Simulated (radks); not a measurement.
Isoelectronic series with 59 electrons, all held in the configuration [Xe] 4f5, which need not be the ground one along the series. Calculated with a radial shooting solver on a logarithmic mesh with Libxc functionals: scalar-relativistic Kohn-Sham, PBE, spin-polarised, spherical densities, point nucleus; open shells are filled with parallel spins first (spin-orbit coupling, left out, can overturn this in heavy ions). Total energies (hartree) and orbital eigenvalues (hartree) (* marks an orbital that is empty in some or all of the ions):

| ion | E (hartree) | 6s up* | 5d up* | 4f up | 5p down |
|---|---|---|---|---|---|
| Pm2+ | -10020.0998 | -0.50568 | -0.51093 | -0.59886 | -1.27361 |
| Sm3+ | -10425.8834 | -0.81257 | -0.91092 | -1.24397 | -1.80021 |
| Eu4+ | -10841.1515 | -1.16682 | -1.37676 | -2.00030 | -2.39195 |
| Gd5+ | -11265.9395 | -1.56277 | -1.90026 | -2.85125 | -3.04028 |
| Tb6+ | -11700.2961 | -1.99781 | -2.47733 | -3.78840 | -3.74146 |
| Dy7+ | -12144.2782 | -2.47040 | -3.10539 | -4.80655 | -4.49330 |
| Ho8+ | -12597.9486 | -2.97947 | -3.78268 | -5.90210 | -5.29437 |
| Er9+ | -13061.3753 | -3.52430 | -4.50786 | -7.07247 | -6.14363 |
| Tm10+ | -13534.6309 | -4.10431 | -5.27992 | -8.31566 | -7.04032 |
| Yb11+ | -14017.7919 | -4.71911 | -6.09805 | -9.63014 | -7.98387 |
| Lu12+ | -14510.9389 | -5.36837 | -6.96159 | -11.01467 | -8.97383 |
